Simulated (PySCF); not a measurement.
**PySCF run on MgI**

File input.py (PySCF 2.14):

```python
from pyscf import gto, dft

mol = gto.M(
    atom='Mg 0 0 0; I 0 0 2.602',
    basis='def2-svp',
    ecp={'I': 'def2-svp'},
    charge=0,
    spin=1,
    verbose=4,
)
mf = dft.UKS(mol, xc='b3pw91')
mf.kernel()
g = mf.nuc_grad_method()
g.grid_response = True
g.kernel()
mf.dip_moment()
print('orbital energies (hartree):', [e[max(0, n-3):n+3].round(4) for e, n in zip(mf.mo_energy, mol.nelec)])
```

```bash
$ python input.py
```

The log (some set-up lines and the per-cycle HOMO/LUMO lines with their warnings removed):

```
PySCF version 2.14.0

[INPUT] verbose = 4
[INPUT] num. atoms = 2
[INPUT] num. electrons = 37
[INPUT] charge = 0
[INPUT] spin (= nelec alpha-beta = 2S) = 1
[INPUT] symmetry False subgroup None
[INPUT] Mole.unit = angstrom
[INPUT] Symbol           X                Y                Z      unit          X                Y                Z       unit  Magmom
[INPUT]  1 Mg     0.000000000000   0.000000000000   0.000000000000 AA    0.000000000000   0.000000000000   0.000000000000 Bohr   0.0
[INPUT]  2 I      0.000000000000   0.000000000000   2.602000000000 AA    0.000000000000   0.000000000000   4.917067376118 Bohr   0.0

nuclear repulsion = 61.0119766625673
number of shells = 18
number of NR pGTOs = 97
number of NR cGTOs = 44
basis = def2-svp
ecp = {'I': 'def2-svp'}

******** <class 'pyscf.dft.uks.UKS'> ********
method = UKS
initial guess = minao
damping factor = 0
level_shift factor = 0
DIIS = <class 'pyscf.scf.diis.CDIIS'>
diis_start_cycle = 1
diis_space = 8
diis_damp = 0
SCF conv_tol = 1e-09
SCF conv_tol_grad = None
SCF max_cycles = 50
direct_scf = True
direct_scf_tol = 1e-13
number electrons alpha = 19  beta = 18
XC library pyscf.dft.libxc version 7.0.0
    S. Lehtola, C. Steigemann, M. J.T. Oliveira, and M. A.L. Marques.,  SoftwareX 7, 1–5 (2018)
XC functionals = b3pw91
    A. D. Becke.,  J. Chem. Phys. 98, 5648 (1993)
radial grids:
    Treutler-Ahlrichs [JCP 102, 346 (1995); DOI:10.1063/1.469408] (M4) radial grids

becke partition: Becke, JCP 88, 2547 (1988); DOI:10.1063/1.454033
pruning grids: <function nwchem_prune>
grids dens level: 3
symmetrized grids: False
atomic radii adjust function: <function treutler_atomic_radii_adjust>
small_rho_cutoff = 0
Set gradient conv threshold to 3.16228e-05
tot grids = 40544
init E= -466.742013069715

cycle= 1 E= -495.97064719132  delta_E= -29.2  |g|= 2.13  |ddm|= 6.41
cycle= 2 E= -491.332140038437  delta_E= 4.64  |g|= 2.39  |ddm|= 6.47
cycle= 3 E= -497.313468985619  delta_E= -5.98  |g|= 0.635  |ddm|= 5.23
cycle= 4 E= -497.664503731873  delta_E= -0.351  |g|= 0.454  |ddm|= 3.07
cycle= 5 E= -497.854772468836  delta_E= -0.19  |g|= 0.0603  |ddm|= 0.873
cycle= 6 E= -497.858392427685  delta_E= -0.00362  |g|= 0.0238  |ddm|= 0.177
cycle= 7 E= -497.858880253864  delta_E= -0.000488  |g|= 0.00457  |ddm|= 0.0515
cycle= 8 E= -497.858909027617  delta_E= -2.88e-05  |g|= 0.000366  |ddm|= 0.0147
cycle= 9 E= -497.858909357218  delta_E= -3.3e-07  |g|= 0.000131  |ddm|= 0.00183
cycle= 10 E= -497.85890938342  delta_E= -2.62e-08  |g|= 1.98e-05  |ddm|= 0.000441
cycle= 11 E= -497.858909384509  delta_E= -1.09e-09  |g|= 4.72e-06  |ddm|= 9.02e-05
cycle= 12 E= -497.858909384562  delta_E= -5.29e-11  |g|= 1e-06  |ddm|= 2.07e-05
Extra cycle  E= -497.858909384562  delta_E= -5.68e-13  |g|= 9.6e-07  |ddm|= 4.71e-06
converged SCF energy = -497.858909384562  <S^2> = 0.7512217  2S+1 = 2.0012213

******** <class 'pyscf.grad.uks.Gradients'> for <class 'pyscf.dft.uks.UKS'> ********
unit = Eh/Bohr
grid_response = True
--------------- UKS gradients ---------------
         x                y                z
0 Mg     0.0000000000    -0.0000000000     0.0021646571
1 I    -0.0000000000     0.0000000000    -0.0021646571
----------------------------------------------
Dipole moment(X, Y, Z, Debye):  0.00000, -0.00000, -3.27607
orbital energies (hartree): [array([-0.258 , -0.258 , -0.2055, -0.0522, -0.0522,  0.0094]), array([-0.3036, -0.2568, -0.2568, -0.1093, -0.0184, -0.0184])]
```

In short: E(SCF) = -497.858909 Eh, 12 cycles, ⟨S²⟩ = 0.751, μz(SCF) = -3.28 D, gradient on the second atom -0.0022 Eh/bohr.

Wall time 4.2 s on one thread of a shared host.

The bond length is a typed value, not an optimised one. No search for the lowest solution was made.
